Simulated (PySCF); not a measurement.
Species: C4H11NO2Si.
Geometry (PBE0-D3(BJ)/def2-SVP, Å), atoms numbered from 1 in this order:
```xyz
19
C4H11NO2Si angstrom
C      2.8919    0.9873    0.9289
N      2.4557   -0.0850    0.0826
C      1.2764   -0.0639   -0.3667
C      0.7632   -1.1369   -1.2823
O     -0.5034   -1.6008   -0.8862
Si    -1.9444   -0.8655   -1.2547
O     -2.1796    0.5467   -0.4161
C     -2.4095    0.6205    0.9654
H      2.1171    1.7557    1.1250
H      3.2348    0.5750    1.8919
H      3.7686    1.4786    0.4760
H      0.5566    0.7494   -0.1255
H      0.7317   -0.7363   -2.3170
H      1.4761   -1.9746   -1.2720
H     -1.9554   -0.4633   -2.6869
H     -2.9894   -1.8576   -0.8867
H     -2.7888    1.6242    1.2096
H     -1.4815    0.4542    1.5412
H     -3.1577   -0.1198    1.3033
```

Level: wB97X-D/def2-SVPD in PySCF, non-relativistic, on one gas-phase PBE0-D3(BJ)/def2-SVP geometry that isn't relaxed in the solvent. The solvent is an IEF-PCM continuum (Bondi radii, 1.10 Å for H, scaled by 1.2), and excitations are vertical TDDFT with non-equilibrium linear response and a frozen core. Only the electrostatic response of the medium enters.

| run | E − E(gas) (kcal/mol) | HOMO (eV) | HOMO–LUMO gap (eV) | dipole (D) | lowest singlet (eV) | static polarisability (au) |
| --- | --- | --- | --- | --- | --- | --- |
| gas | 0.00 | -9.27 | 10.70 | 1.57 | 5.09 | 91.3 |
| P | -2.46 | -9.31 | 10.75 | 1.81 | 5.13 | 102.4 |
| Q | -3.99 | -9.35 | 10.79 | 1.98 | 5.17 | 109.9 |

Q: The runs were made in benzene and chloroform. Which run belongs to which solvent?

A: P = benzene, Q = chloroform. The dielectric constants are 2.271 (benzene), 4.711 (chloroform), and the energy falls further as ε rises. The optical constants n² used for the excitations are 2.25, 2.09 in the same order. In this model the ground state sees the solvent through ε alone.

Q: How constant is the ratio of the lowering to (ε − 1)/(2ε + 1)?

A: 
```csv
solvent,(ε − 1)/(2ε + 1),E − E(gas) (kcal/mol),ratio (kcal/mol),polarisation term (kcal/mol)
benzene,0.229,-2.46,-10.7,-2.62
chloroform,0.356,-3.99,-11.2,-4.45
```

The ratio changes by +4.6 % in size from benzene to chloroform. The polarisation term is half the interaction of the solute with the induced surface charges.

wB97X-D is run here without its empirical dispersion term; that term would change no orbital, density or response property at a fixed geometry.
